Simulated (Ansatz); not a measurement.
`CO[Si](F)(S)Cl` and `CO[Si](N)(F)Cl` differ in one atom or group.

Ansatz, PBE0-D4/def2-TZVP geometries, multiplicity 1. Each molecule was computed in one conformer, which needn't be the lowest.

```json
{"property": "HOMO energy (B3LYP/def2-TZVPP) / eV", "`CO[Si](F)(S)Cl`": "-7.82"}
{"property": "LUMO energy (PBE0/def2-TZVPP) / eV", "`CO[Si](F)(S)Cl`": "-0.03"}
{"property": "HOMO energy (ωB97M-V/def2-TZVPP) / eV", "`CO[Si](F)(S)Cl`": "-10.30"}
{"property": "size of the dipole moment (B3LYP/def2-TZVPP) / D", "`CO[Si](F)(S)Cl`": "2.07"}
{"property": "LUMO energy (ωB97M-V/def2-TZVPP) / eV", "`CO[Si](F)(S)Cl`": "1.91"}
{"property": "HOMO–LUMO gap (PBE/def2-TZVPP) / eV", "`CO[Si](F)(S)Cl`": "5.81"}
```

Task: Give the same properties after the change, and the shifts. (An estimate is asked.)

Result: The calculation gave: 
```tsv
property	`CO[Si](N)(F)Cl`	shift
HOMO energy (B3LYP/def2-TZVPP) / eV	-7.86	-0.04
LUMO energy (PBE0/def2-TZVPP) / eV	0.78	0.81
HOMO energy (ωB97M-V/def2-TZVPP) / eV	-10.55	-0.25
size of the dipole moment (B3LYP/def2-TZVPP) / D	1.58	-0.49
LUMO energy (ωB97M-V/def2-TZVPP) / eV	2.25	0.34
HOMO–LUMO gap (PBE/def2-TZVPP) / eV	6.49	0.68
```

Dipoles are sizes alone; their direction can turn.

B3LYP here is the variant with VWN-RPA as its local correlation; programs differ in this.
